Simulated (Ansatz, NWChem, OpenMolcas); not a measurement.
A family of molecules: the HOMO–LUMO gap

One atom is swapped for its congeners: KF; KCl; KBr; KI (Potassium Iodide). All are singlets with charge 0.

Shapes, held fixed at every level: PBE0-D4/def2-TZVP; KI at the measured bond length. Programs: Ansatz 0.2.0, NWChem 7.3.0, OpenMolcas 26.06. A level may come from different programs for different species; with the same settings they agree closely. Values in eV.

| level | KF | KCl | KBr | KI |
| --- | --- | --- | --- | --- |
| HF/STO-3G | 9.06 | 9.84 | 8.85 | 8.47 |
| HF/3-21G | 8.01 | 8.11 | 7.23 | 6.85 |
| HF/def2-SVP | 10.54 | 8.44 | 7.97 | 7.34 |

At HF/def2-SVP the HOMO–LUMO gap falls at every step, from 10.54 to 7.34 eV. 1 of 3 levels show this order throughout; 1 agree on the largest and the smallest. For atoms past krypton def2 sets carry core potentials with scalar relativity. All-electron rows are non-relativistic unless named. Relativity is left out for Br unless named. Orbital gaps aren't excitation energies, and the LUMO depends on the basis.
